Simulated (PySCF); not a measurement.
**Calculated properties of PP3OOO nortricyclane (P4O3)**

PP3OOO nortricyclane, P₄O₃.
Structure used (PBE0-D3(BJ)/def2-SVP), in Å, numbered top down from 1:
```xyz
7
P4O3 angstrom
P      1.0045    1.0231   -0.2561
O      0.0553    0.4359   -1.4894
P     -1.0649   -0.7664   -1.0963
P     -1.3378    0.0003    1.0312
O     -0.2407    1.2675    0.8174
P      0.2243   -1.5976    0.5874
O      1.4513   -0.4647    0.3373
```

**PBE0-D3(BJ)/def2-SVP geometry optimisation, gas phase (PySCF)**

```yaml
Point_group: C3v
Rotational_constants_A_B_C: 1.957, 1.593, 1.592 GHz
```

**wB97X-D/def2-SVPD ground state and vertical TDDFT (core frozen in the response) (PySCF)**

```yaml
Dipole_moment: 1.06 D
HOMO_energy: -9.25 eV
LUMO_energy: -0.38 eV
HOMO–LUMO_gap: 8.87 eV
Lowest_singlet_excitation: 4.01 eV (309 nm, f = 0.001 summed over 2 states within 0.01 eV)
Strongest_line_among_the_10_lowest_singlet_transitions: S8/S9 at 6.18 eV (201 nm, f = 0.111 summed over these states)
Lowest_triplet_excitation_Tamm–Dancoff: 3.63 eV
Static_isotropic_polarisability: 94.7 au
Electronic_spatial_extent_⟨r²⟩_about_the_centre_of_nuclear_charge: 930 bohr²
```

From PBE0/pcSseg-1 ground state and GIAO shieldings, non-relativistic (PySCF):

```yaml
Lowest_Hirshfeld_atomic_charge: -0.24 e on O2/O5/O7
Highest_Hirshfeld_atomic_charge: +0.37 e on P1
Isotropic_shieldings_of_nuclei_other_than_C_and_H_by_class: 227 (O2/O5/O7), 217 (P1), 428 (P3/P4/P6) ppm
Mayer_bond_orders_between_heavy_atoms: P1–O2 0.92, P1–O5 0.92, P1–O7 0.92, O2–P3 0.84, P3–P4 0.90, P3–P6 0.90, P4–O5 0.83, P4–P6 0.90, P6–O7 0.84
```

Monoisotopic mass from the formula: 171.8798 u.

The rotational constants are those of a prolate symmetric top; the small spread among constants that symmetry makes equal is optimisation noise. No computed singlet falls in the visible range (750 to 380 nm, 1.65 to 3.26 eV); S1 lies 0.75 eV above its blue end. The principal polarisabilities are 93.8, 93.8 and 96.6 au; their mean is the isotropic value. The largest Löwdin shares of the LUMO are 0.23 on P4, 0.23 on P3 and 0.23 on P6. Point group C3v permits a dipole; with 1.06 D the species has a pure rotational spectrum. S1 lies 4.86 eV below the HOMO–LUMO gap. With B = h/(8π²I), that is 505.379 GHz u Å² over I, the principal moments of inertia are 258.2, 317.3 and 317.4 u Å² (most abundant isotopes). The vertical singlet–triplet gap S1 − T1 is 0.38 eV (TDDFT singlet less Tamm–Dancoff triplet).

For the NMR shielding job (PBE0/pcSseg-1), on one thread of an Arm Neoverse V1 (shared host), this took 17 s (grids of density and orbitals included) and 0.86 GiB of memory at its peak.

One conformer stands for the species.
